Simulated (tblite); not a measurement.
C₃H₄F₃P.
SMILES: `FC(F)(F)[C@@H]1CP1`

Computed with GFN2-xTB (tblite): harmonic, unscaled wavenumbers at the GFN2-xTB geometry, gas phase. The method is semi-empirical: single wavenumbers can be off by several per cent or more. Modes of hydrogen on phosphorus can be 10 to 20 % off.

Harmonic wavenumbers (cm⁻¹): 46.2, 162.7, 209.3, 321.3, 382.8, 465.9, 508.7, 550.5, 641.2, 708.5, 741.7, 807.4, 850.5, 913.3, 986.2, 1012.3, 1023.4, 1037.4, 1070.0, 1130.2, 1181.8, 1305.8, 1410.6, 2280.7, 3028.6, 3059.7, 3075.5.

A = 3983, B = 1553, C = 1430 MHz; mass 128.000 u (most abundant isotopes); point group C1, symmetry number 1.

Problem. Zero-point energy?

Solution. ½Σν̃ = 14456 cm⁻¹ = 172.93 kJ/mol.

Problem. What is S at 298.15 K and 1 bar for an ideal gas of classical rigid rotors and harmonic oscillators?

Solution. Translation 169.37, rotation 117.10, vibration 66.17: S = 352.6 J/(mol K).

Problem. And Cp and H(298.15 K) − H(0)?

Solution. Cp = 113.62 J/(mol K), of which vibrations give 80.37 (their classical limit is 27 R = 224.5); H(298.15 K) − H(0) = 20.82 kJ/mol without the zero-point energy, 10.90 from vibrations.

Problem. Blend soft modes into free rotors: weight 1/[1 + (100 cm⁻¹/ν̃)⁴] for the oscillator and the rest for a rotor with moment μB/(μ + B), μ = h/(8π²ν), B = 10⁻⁴⁴ kg m². What vibrational entropy results?

Solution. 60.74 J/(mol K) in place of 66.17, which changes −T·S at 298.15 K by +1.62 kJ/mol.

Problem. Which modes carry the vibrational entropy at 298.15 K?

Solution. 46.2 cm⁻¹: 20.81; 162.7 cm⁻¹: 10.54; 209.3 cm⁻¹: 8.58; 321.3 cm⁻¹: 5.45; 382.8 cm⁻¹: 4.30; 465.9 cm⁻¹: 3.13 J/(mol K); the other 21 give 13.35 together.

Hindered rotation and anharmonicity are outside this model. The structure is chiral; the term R ln 2 for an equal mix with its mirror image is left out.
